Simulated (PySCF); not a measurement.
Species: GeH3(NHtBu), C₄H₁₃GeN.
Bonds: Ge1–N5, N5–C6, C6–C7, C6–C8, C6–C9. Hydrogens: H2, H3, H4 on Ge1; H10 on N5; H11, H12, H13 on C7; H14, H15, H16 on C8; H17, H18, H19 on C9.

A calculation gives these core lines: C 1s: 290.38 (area 3), 291.35 (area 1) eV; N 1s: 403.86 eV.

Computed with delta-SCF UKS SCAN, pcX-2 on the ionised atom, pcseg-1 elsewhere, spin-free X2C (PySCF). Geometry: PBE0-D3(BJ)/def2-SVP; no solvent, vibrations or thermal averaging.

Order the carbon atoms by C 1s binding energy.

290.38 eV: C7/C8/C9 (carbon bonded to C and 3 H); 291.35 eV: C6 (carbon bonded to 3 C and N). Lowest listed C 1s: C7/C8/C9, bonded to C and 3 H. Highest, 0.97 eV above it: C6, bonded to N and 3 C.

Bonded neighbours of each site: N5: C, H and Ge; C6: N and 3 C; C7/C8/C9: C and 3 H.

Which photon energy gives electrons from C 1s of C6 a kinetic energy of 50 eV, and what is their de Broglie wavelength?

hν = 291.35 + 50 = 341.35 eV, recoil neglected; λ = 12.264 Å/√(E/eV) = 1.73 Å.

Topologically equivalent atoms share the value of their first member; where this conformer doesn't relate them by symmetry, their own values could differ. No level of germanium is listed.

On one thread, Arm Neoverse V1 (aarch64), on a shared host, this took 46 s and 0.67 GiB of memory at its peak.
